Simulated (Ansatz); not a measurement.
C3H7NSi can be A, `C=C1[SiH2]N1C`, or B, `C#C[SiH2]CN`.

Program: Ansatz. Geometries: PBE0-D4/def2-TZVP. ΔE: electronic, gas phase. CCSD(T)/CBS is the MP2 limit (def2-TZVPP, def2-QZVPP) plus CCSD(T) − MP2 in def2-TZVPP, frozen cores. DFT in def2-TZVPP. B3LYP here is the variant with VWN-RPA as its local correlation; programs differ in this. One conformer a species, not always the lowest.

Task: Which is lower in electronic energy at CCSD(T)/CBS, and by how much? (Best estimate.)

Result: Computed: B, by 24.3 kJ/mol.

Task: Give E(B) − E(A) in kJ/mol with HF/def2-TZVPP, PBE0-D4, B3LYP-D4, PBE-D4, ωB97M-V, CCSD(T)/def2-TZVPP, MP2/def2-TZVPP. (An estimate is asked.)

Result: Ansatz gave: HF/def2-TZVPP -38.6, PBE0-D4 11.7, B3LYP-D4 -4.8, PBE-D4 16.7, ωB97M-V -12.1, CCSD(T)/def2-TZVPP -23.5, MP2/def2-TZVPP -21.5. The order is the other way round with PBE0-D4, PBE-D4.

Largest T1 diagnostic: 0.013.

From PBE to PBE0 (25 % exact exchange), in def2-TZVPP and without D4, E(B) − E(A) moves by −4.7 kJ/mol. In def2-TZVPP, CCSD(T) changes the Hartree–Fock value by +15.1 kJ/mol (the triples alone add +3.3 kJ/mol) and MP2 by +17.1 kJ/mol.
